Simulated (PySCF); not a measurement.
# Computed properties of C9H13N, SMILES CC(C)(C)c1ccncc1

C9H13N, SMILES c1nccc(C(C)(C)C)c1. Geometry optimised at PBE0-D3(BJ)/def2-SVP. One conformer was computed; it need not be the lowest. All values are computed for the isolated molecule unless a solvent is named; none is compared with measurement here.

**Structure.** The optimised structure has Cs symmetry. All 63 harmonic modes at PBE0-D3(BJ)/def2-SVP (PySCF) are real, so it is a minimum. With heavy atoms numbered as in [CH3:1][C:2]([CH3:3])([CH3:4])[c:5]1[cH:6][cH:7][n:8][cH:9][cH:10]1, the shortest bond between them is C7–N8 at 1.328 Å and the longest C2–C4 at 1.536 Å.

**Vibrations.** The strongest infrared lines (harmonic, unscaled, degenerate partners summed) lie at 1683 cm⁻¹ (68 km/mol, C 88 %, H 8 %), 3151 cm⁻¹ (51 km/mol, H 91 %, C 9 %), 3171 cm⁻¹ (28 km/mol, H 92 %, C 8 %). The softest mode is at 46 cm⁻¹ and the zero-point energy is 126.7 kcal/mol.

**Electronic structure.** B3LYP/def2-SVP (PySCF) places the frontier levels at -6.82 and -0.67 eV, a gap of 6.15 eV, and gives a dipole moment of 2.73 D and a mean polarisability of 99.0 bohr³. PBE/def2-SVP (PySCF) at the same geometry gives -5.49 and -1.45 eV, so its gap is 2.11 eV narrower. An orbital gap is neither the optical nor the fundamental gap.

**Excitations.** TDA-ωB97X/def2-SVP (PySCF) has S1 at 5.32 eV (233 nm, f = 0.007, weak); the most intense of the 6 singlets computed lies at 7.95 eV (f = 0.73). T1 (TDA) is at 4.32 eV, 1.00 eV under S1. TDA-PBE/def2-SVP (PySCF) puts S1 at 4.29 eV. No vertical singlet excitation falls in the visible range (under 3.1 eV).

**NMR.** GIAO shifts at HF/pcSseg-1 (PySCF) (non-relativistic, atoms alike by connectivity averaged): ¹³C from 30.0 to 172.0 ppm against TMS; ¹H from 1.6 to 9.1 ppm against TMS.
